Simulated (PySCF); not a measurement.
# Correlation energy of P²⁺ (phosphorus, charge +2)

[Ne] 3s2 3p1, 2P determinant. Computed with PySCF 2.14 in aug-cc-pwCVTZ (8s7p5d3f, 75 functions), with no relativity, point nucleus. Frozen: [Ne]; 3 electrons correlated.

MP2 pair energies summed by pair of shells (mhartree):

```
 pair  energy  share (%)
3s-3s  -25.83       54.7
3s-3p  -21.43       45.3
```

Total MP2 correlation energy: -47.26 mhartree.

Same-spin part -3.00 and opposite-spin part -44.26 mhartree; SCS-MP2 scales them by 1/3 and 6/5 to -54.11 mhartree.
